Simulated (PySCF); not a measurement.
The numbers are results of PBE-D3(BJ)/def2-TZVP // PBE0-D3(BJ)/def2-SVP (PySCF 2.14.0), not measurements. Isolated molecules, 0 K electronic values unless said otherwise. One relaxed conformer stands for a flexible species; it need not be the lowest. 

Reference species (SMILES): `[O]([Sn]([O]C)([O]C)[O]C)C` (neutral, multiplicity 1).

* **HOMO–LUMO gap**: 3.69 eV
* **LUMO**: -2.65 eV
* **S1 oscillator strength**: 0.000

Changed species: `C[O][Sn]([Cl])([Cl])[Cl]` (1 of 4 Cl replaced by OCH3; the reference has 4 of 4 Cl replaced by OCH3).

Q: Predict the effect on the HOMO–LUMO gap, LUMO and S1 oscillator strength.

A: the HOMO–LUMO gap drops by 0.52 eV, to 3.17 eV; the LUMO decreases by 1.28 eV, to -3.93 eV; the S1 oscillator strength hardly moves.
